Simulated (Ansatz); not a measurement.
Geometry optimisation, RKS PBE-D4/def2-SVP (Ansatz 0.2.0).

Input file:

```yaml
crystal:
  periodic: [false, false, false]
  atoms:
    - { symbol: Sn, position_ang: [0.192161, 0.150458, -0.162678] }
    - { symbol: H, position_ang: [-0.012337, 0.11558, 1.559853] }
    - { symbol: Cl, position_ang: [2.472089, -0.070938, -0.706866] }
    - { symbol: Cl, position_ang: [-0.566568, 2.098308, -1.215867] }
    - { symbol: Cl, position_ang: [-0.900427, -1.731265, -1.095479] }
    - { symbol: O, position_ang: [-2.571505, -0.042922, 1.339858] }
    - { symbol: H, position_ang: [-2.704932, -0.871609, 0.83564] }
    - { symbol: H, position_ang: [-1.80458, -0.277312, 1.922139] }
basis:
  gaussian: { orbitals: def2-SVP }
hamiltonian:
  xc: pbe
  dispersion: d4
relax:
  f_tol: 0.03
  max_steps: 50
output:
  orbitals: {}
```

Run as:

```bash
$ ansatz run input.yaml --threads 4 --pin off --max-ram 5120MiB --backend cpu --events-out ev --progress --plain --runs-dir out
```

Q: Where does it end, and by what steps?

A: It converged. The force dipped under the threshold on the way, but the program's further checks kept it going. After 26 steps the energy has fallen by 0.423 eV; H7 moved furthest, 1.43 Å.

| step | energy less start (eV) | largest force component (eV/Å) | accepted |
| --- | --- | --- | --- |
| 0 | 0.0000 | 0.703 | yes |
| 1 | 0.0096 | 2.004 | no |
| 2 | -0.0678 | 0.701 | yes |
| 3 | -0.1103 | 0.757 | yes |
| 4 | -0.1508 | 1.615 | yes |
| 5 | -0.2459 | 0.294 | yes |
| 6 | -0.2660 | 0.542 | yes |
| 7 | -0.2646 | 0.321 | no |
| 8 | -0.2751 | 0.118 | yes |
| 9 | -0.2763 | 0.088 | yes |
| 10 | -0.2738 | 0.374 | no |
| 11 | -0.2773 | 0.029 | yes |
| 12 | -0.2773 | 0.123 | yes |
| 13 | -0.2777 | 0.063 | yes |
| 14 | -0.2784 | 0.019 | yes |
| 15 | -0.2787 | 0.057 | yes |
| 16 | -0.2596 | 0.982 | no |
| 17 | -0.2821 | 0.102 | yes |
| 18 | -0.2833 | 0.402 | yes |
| 19 | -0.2891 | 0.488 | yes |
| 20 | -0.3128 | 0.470 | yes |
| 21 | -0.3593 | 0.268 | yes |
| 22 | -0.3959 | 0.257 | yes |
| 23 | -0.3787 | 1.200 | no |
| 24 | -0.4106 | 0.135 | yes |
| 25 | -0.4204 | 0.059 | yes |
| 26 | -0.4228 | 0.006 | yes |

```xyz
8
Properties=species:S:1:pos:R:3
Sn 0.148 0.010 0.179
H 0.621 0.320 1.796
Cl 2.168 0.051 -1.069
Cl -1.106 1.674 -0.990
Cl -0.648 -2.174 -0.374
O -2.121 -0.084 1.292
H -2.576 0.543 0.687
H -2.382 -0.970 0.956
```

Whether the end is a true minimum wasn't checked by a vibrational analysis.

Run time: 26 s on 4 threads of Intel(R) Xeon(R) Platinum 8259CL CPU @ 2.50GHz (Skylake/Cascade Lake), with other jobs on the host, peak memory 0.19 GiB.
